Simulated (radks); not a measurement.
The numbers below are computed, except where a source is named.
Spherical quantum dot in the effective-mass picture: electrons in a parabolic well V = omega^2 r^2 / 2 with omega = 0.35, all in effective atomic units (hartree* = m*/eps^2 hartree, bohr* = eps/m* bohr), one dielectric constant everywhere. Level of theory: non-relativistic Kohn-Sham, PBE, spin-polarised, spherical densities (a radial shooting solver with Libxc functionals). Levels are named by radial order and angular momentum (1s, 1p, 1d, 2s, ...), and open shells are averaged over m. Results are scaled to m* = 0.053 and eps = 15.8, for which hartree* = 5.777 meV and bohr* = 15.78 nm.

N = 7, configuration 1s2 1p(up 3, down 2). This is the lowest configuration that the search found. Occupied and some empty levels:

| level | occupation | eigenvalue (meV) | <r> (nm) |
|---|---|---|---|
| 1s up | 1 | 14.300 | 42.04 |
| 1s down | 1 | 14.386 | 41.70 |
| 1p up | 3 | 15.353 | 51.14 |
| 1p down | 2 | 15.455 | 51.15 |
| 1d up | 0 | 16.611 | 57.96 |
| 1d down | 0 | 16.712 | 58.10 |
| 2s up | 0 | 17.042 | 50.44 |
| 2s down | 0 | 17.096 | 50.55 |
| 1f up | 0 | 18.016 | 63.74 |
| 1f down | 0 | 18.111 | 63.96 |

Energy (meV): total 67.2332, kinetic 9.7171, external 25.904, Hartree 41.289, exchange-correlation -9.6765.
